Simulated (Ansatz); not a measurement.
Reaction (redistribution): `[OH][Al]([Cl])[O][SiH3]` + `[Cl][GaH][Br]` → `[SiH3][O][Al]([Cl])[Br]` + `[OH][GaH][Cl]`

Program: Ansatz. Geometries: PBE0-D4/def2-TZVP. ΔE: electronic, gas phase. CCSD(T)/CBS is the MP2 limit (def2-TZVPP, def2-QZVPP) plus CCSD(T) − MP2 in def2-TZVPP, frozen cores. Functionals use def2-TZVPP. For Br, Ga outer-core shells are correlated without core-valence functions, which leaves a few kJ/mol of doubt a bond. Scalar relativity is left out up to krypton. Each species was taken in one conformer, which may not be the lowest.

```csv
level,ΔE (kJ/mol)
BHLYP-D4,46.3
PBE,37.8
```

Question: What does CCSD(T)/CBS give? (Estimate.)

Answer: Ansatz gave: +37.7 kJ/mol. The listed levels differ from it by 8.6, 0.1 kJ/mol.

Largest T1 diagnostic among the species: 0.013.

From BLYP to BHLYP (50 % exact exchange), in def2-TZVPP and without D4, ΔE moves by +4.7 kJ/mol. At CCSD(T), def2-SVP lies −3.9 kJ/mol from the extrapolated value and def2-TZVPP +1.4 kJ/mol.
